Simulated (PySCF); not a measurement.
Gas-phase equilibrium of 1 mol GeF₄, 0.31 mol H₂ at 1800 K and 0.00133 bar, among 16 species (GeH₄, Ge₂H₆, F₂, GeF₂, GeF₃, F, H, GeH₃F, GeHF₃, HF, H₂, Ge₃H₈, GeH₃, GeH₂F₂, GeH₂, GeF₄). Only gases are allowed; each row takes one source of thermochemistry for all species, and Cantera finds the minimum.

Energies from PySCF, thermal terms from the rigid-rotor harmonic-oscillator model, ideal gas at 1 bar. † marks an energy on the PBE0/def2-TZVP geometry and frequencies; other levels use their own. MP2 freezes the core. Open shells (unrestricted) among the columns below: GeF₃ (multiplicity 2), F (multiplicity 2, electronic degeneracy 6); the rest are closed-shell singlets. Spin-orbit splitting is ignored; it lowers the true energy and changes the entropy of F. Ge: all electrons, no relativistic terms. GeF₃: computed as isolated molecules; such fragments, hydroxides, amides, oligomers or adducts are transient or little studied in the gas. MP2 isn't extrapolated to the basis-set limit. The harmonic model lacks anharmonicity and excited electronic states, which grow with temperature; levels with a mode under 35 cm⁻¹ are left out.

Molecules larger than those listed are left out, and so are free Ge atoms, whose spin-orbit terms are large. Also missing: (HF)n, which can matter at low temperature or high pressure. Table species left out: H2F2, H3F3, H4F4.

Mole fractions:

| thermochemistry | x GeF₄ | x HF | x GeF₂ | x F | x GeF₃ |
|---|---|---|---|---|---|
| BLYP/def2-TZVP† | 0.30 | 0.33 | 0.23 | 0.13 | 0.0010 |
| M06-2X/def2-TZVP† | 0.42 | 0.38 | 0.19 | 0.0098 | 0.0011 |
| MP2/def2-TZVPP† | 0.42 | 0.38 | 0.19 | 0.0034 | 0.00063 |
| PBE0/def2-SVP† | 0.36 | 0.35 | 0.21 | 0.073 | 0.0011 |
| PBE0/def2-TZVP | 0.37 | 0.36 | 0.21 | 0.063 | 0.0011 |
The most sensitive of these is F: it spans a factor of 10^1.6 over these rows; at this temperature one factor of ten is RT ln 10 = 34 kJ/mol.
